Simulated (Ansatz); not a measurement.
Molecule: sum formula H5BSiO3, charge 0, multiplicity 1. 
Structure (B3LYP-D3(BJ)/def2-TZVP (Ansatz, a first-principles code) minimum search):
```
O
B 1 1.3589
O 2 1.3705 1 117.23
H 3 0.9598 2 115.93 1 180.00
O 2 1.3784 1 117.91 3 180.00
H 5 0.9599 2 116.65 1 -180.00
Si 1 1.6507 2 132.96 3 180.00
H 7 1.4772 1 106.69 2 -180.00
H 7 1.4802 8 109.65 1 -119.88
H 7 1.4802 8 109.65 9 -120.25
```

Basis-set convergence of Hartree-Fock and MP2 correlation energies (hartree) with Ansatz. Correlated levels leave the core frozen unless marked. No spin-orbit coupling. Non-relativistic.

```csv
basis,functions,E(HF),"E(corr, MP2)"
aug-cc-pV(D+d)Z,169,-541.36617,-0.78013
aug-cc-pV(T+d)Z,354,-541.45339,-0.95211
aug-cc-pV(Q+d)Z,639,-541.47428,-1.01587
```

Extrapolating the two largest sets (X = 3 and 4) as X^-3: E(corr) = (64·(-1.01587) - 27·(-0.95211))/37 = -1.0624 Eh, an estimate of the basis-set limit. The largest set recovers 95.6 % of it, the smallest 73.4 %.
